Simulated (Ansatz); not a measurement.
`B[SiH2]CS[SiH3]` and `B[SiH2]CN` differ in one atom or group.

Ansatz, PBE0-D4/def2-TZVP geometries, multiplicity 1. Each molecule was computed in one conformer, which needn't be the lowest.

```
                                          property  `B[SiH2]CS[SiH3]`
               HOMO energy (B3LYP/def2-TZVPP) / eV              -6.53
              HOMO–LUMO gap (PBE0/def2-TZVPP) / eV               4.22
                 LUMO energy (PBE/def2-TZVPP) / eV              -3.54
    size of the dipole moment (PBE/def2-TZVPP) / D               1.33
               HOMO–LUMO gap (PBE/def2-TZVPP) / eV               2.07
size of the dipole moment (ωB97M-V/def2-TZVPP) / D               1.47
```

Question: What does the change do to each property? (Best estimate.)

Answer: Ansatz gave: 
```csv
property,`B[SiH2]CN`,shift
HOMO energy (B3LYP/def2-TZVPP) / eV,-6.65,-0.12
HOMO–LUMO gap (PBE0/def2-TZVPP) / eV,4.54,0.32
LUMO energy (PBE/def2-TZVPP) / eV,-3.34,0.20
size of the dipole moment (PBE/def2-TZVPP) / D,1.55,0.22
HOMO–LUMO gap (PBE/def2-TZVPP) / eV,2.10,0.03
size of the dipole moment (ωB97M-V/def2-TZVPP) / D,1.56,0.09
```

With PBE0 the HOMO falls by 0.12 eV and the LUMO rises by 0.19 eV, so the gap widens by about 0.31 eV. PBE moves the HOMO by 0.17 eV and ωB97M-V by -0.37 eV. The zero-point energy changes by 0.8 kJ/mol with -6 modes. Dipoles are sizes alone; their direction can turn.

B3LYP here is the variant with VWN-RPA as its local correlation; programs differ in this.
